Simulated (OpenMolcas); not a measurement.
# Levels of Ge3+ by method

```json
{
  "Program": "OpenMolcas 26.06",
  "Basis": "ANO-RCC-VDZP [5s4p2d]",
  "Scalar Hamiltonian": "DKH4, point nucleus",
  "Active space": "1 electron in 4 orbitals (4s 4p)",
  "State averaging": "2S+1 = 2 even, 1 root; 2S+1 = 2 odd, 3 roots",
  "Spin-orbit coupling": "state interaction with AMFI integrals over the reference wave functions, term energies averaged over their components"
}
```

Methods on the same reference wave functions:
A. CASSCF
B. SS-CASPT2, IPEA 0.25 Eh, imaginary shift 0.1 Eh (closed shells correlated: 3d)

Energies in cm-1 above 4s 2S 1/2, the measured ground level; measured values from Sugar and Musgrove, J. Phys. Chem. Ref. Data 22, 1213 (1993).

```json
{"Level": "4s 2S 1/2", "A": "0.0", "B": "0.0", "Measured": "0.0"}
{"Level": "4p 2P* 1/2", "A": "80078", "B": "80305", "Measured": "81311"}
{"Level": "4p 2P* 3/2", "A": "82894", "B": "83121", "Measured": "84102"}
```

Deviations, from unrounded energies. A percentage is the sum of absolute deviations over the sum of measured energies, with the sign that they share, or ± where signs differ.

```tsv
Against measurement	Levels	A	B
mean absolute deviation (cm-1)	2	1200	990
other configurations (%)	2	-1.5	-1.2
```

B lies closest to measurement on these levels. The largest miss of B in the table is 4p 2P* 1/2, by -1000 cm-1. The ranking rests on the paired levels alone, and a cruder setting can come out closer through cancelling errors.

The lowest spin-free term lies below A's lowest term by 0.152 hartree in B.

The basis is small and was not contracted for so high a charge. With one active electron the reference holds no correlation, so core polarisation is missing (holds for A). With one active electron, CASPT2 adds the correlation within the correlated inactive shells and between them and that electron, and leaves the splitting within a term as the reference gives it (holds for B). Computed and measured levels are paired by configuration, term and J; levels that our copy of the source lacks, or whose pairing is in doubt (as where it misses far off the trend of its configuration), stay unpaired and out of the deviations. Levels of configurations outside the active space are missing.

* marks odd parity.
